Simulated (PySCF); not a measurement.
C8H7FO2.
SMILES with atom numbers: `[O:1]=[C:2]([OH:3])[CH2:4][c:5]1[cH:6][cH:7][cH:8][c:9]([F:10])[cH:11]1`

Cartesian coordinates in Å at the PBE0-D3(BJ)/def2-SVP level; atoms count from 1:
```
atom  x, y, z in Å
O1     2.7647    1.2998    0.2660
C2     2.4551    0.1541    0.0681
O3     2.9611   -0.8661    0.7684
C4     1.4385   -0.2966   -0.9517
C5     0.0317   -0.1170   -0.4284
C6    -0.8529   -1.1968   -0.3655
C7    -2.1524   -1.0169    0.1084
C8    -2.5859    0.2372    0.5280
C9    -1.6923    1.3008    0.4635
F10   -2.0930    2.5061    0.8622
C11   -0.3958    1.1461   -0.0052
H12    3.5675   -0.4791    1.4196
H13    1.6146   -1.3466   -1.2164
H14    1.5852    0.3262   -1.8471
H15   -0.5226   -2.1862   -0.6902
H16   -2.8374   -1.8667    0.1530
H17   -3.5966    0.4066    0.9032
H18    0.2785    2.0047   -0.0270
```

NICS = −σ at a ghost point: NICS(0) at the centroid of the ring atoms, NICS(1) 1 Å to either side along the normal of their mean plane, zz for the tensor component along that normal. Level: GIAO HF/pcSseg-2 (PySCF, non-relativistic, gas phase) on the PBE0-D3(BJ)/def2-SVP geometry, one conformer.

Ring bond lengths (Å): C5–C6 1.397, C6–C7 1.395, C7–C8 1.392, C8–C9 1.391, C9–C11 1.387, C11–C5 1.399.

Task: What do the NICS probes read (ppm)?

Result: 
```csv
ring,type,NICS(0),"NICS(1), two faces","NICS(1)zz, two faces",rms pucker (Å),"centre to ring atoms, mean (Å)"
C5–C6–C7–C8–C9–C11,6-membered carbocycle; formal bonds all aromatic,-11.7,-10.8 / -10.7,-29.9 / -30.1,0.00,1.39
```

Task: What can be read from them?

Result: 
- C5–C6–C7–C8–C9–C11: mean NICS(1)zz -30.0 ppm, shielded. For a flat ring without four-coordinate atoms the NICS criterion counts such a value as aromatic.

Task: What does the geometric index give? HOMA = 1 − mean of α(R − Ropt)² over the ring bonds, with Krygowski's 1993 parameters (CC: Ropt 1.388 Å, α 257.7 Å⁻²).

Result: 
- C5–C6–C7–C8–C9–C11: HOMA 0.99 = 1 − EN − GEO, with mean bond length 1.393 Å, EN = α(Ropt − mean)² = 0.008 and GEO = α × variance = 0.004. The geometric and the magnetic index point the same way.

Task: At the first NICS(1) probe listed for ring C5–C6–C7–C8–C9–C11, 1 Å off the ring, what do the in-plane components average?

Result: The isotropic value is a third of the trace: (3 × -10.8 − (-29.9))/2 = -1.3 ppm.

Task: Give the inner angles of the rings.

Result: 
- C5–C6–C7–C8–C9–C11: C5 119.4°, C6 120.4°, C7 120.6°, C8 118.4°, C9 122.1°, C11 119.2°; sum 720.0° against 720° for a flat convex ring.

Task: How shielded are the nuclei of the rings and their hydrogens (means over atoms taken as equivalent)?

Result: 
```csv
atoms,environment,σ isotropic (ppm),"principal values of the symmetric part, first atom (ppm)"
C5,substituted aromatic carbon,43.3,"-72.4, 22.4, 179.9"
C6,aromatic CH carbon,59.3,"-52.5, 60.8, 169.7"
C7,aromatic CH carbon,50.3,"-69.1, 37.6, 182.5"
C8,aromatic CH carbon,68.5,"-24.9, 53.9, 176.4"
C9,aromatic C–F carbon,18.8,"-91.9, 44.4, 104.0"
C11,aromatic CH carbon,66.5,"-25.0, 50.1, 174.5"
H15,aromatic hydrogen,24.51,"20.4, 24.3, 28.9"
H16,aromatic hydrogen,24.09,"20.2, 24.8, 27.3"
H17,aromatic hydrogen,24.43,"20.6, 25.2, 27.5"
H18,aromatic hydrogen,23.69,"18.7, 22.9, 29.5"
```

Task: How do the values depend on the level or the medium?

Result: 
```
                                   level  NICS(0), C5–C6–C7–C8–C9–C11  mean NICS(1)zz, C5–C6–C7–C8–C9–C11
                        HF/pcSseg-2, gas                        -11.7                               -30.0
                      PBE0/pcSseg-1, gas                        -10.1                               -27.2
       PBE0/pcSseg-1, IEF-PCM chloroform                        -10.0                               -27.2
      PBE0/pcSseg-1, IEF-PCM cyclohexane                        -10.1                               -27.2
PBE0/pcSseg-1, IEF-PCM dimethylsulfoxide                        -10.0                               -27.3
       WP04/pcSseg-1, IEF-PCM chloroform                        -10.3                               -26.5
    wB97X-D/pcSseg-1, IEF-PCM chloroform                        -10.0                               -27.4
```

The geometry is the same throughout; the continuum's cavity takes Bondi-type radii × 1.2.
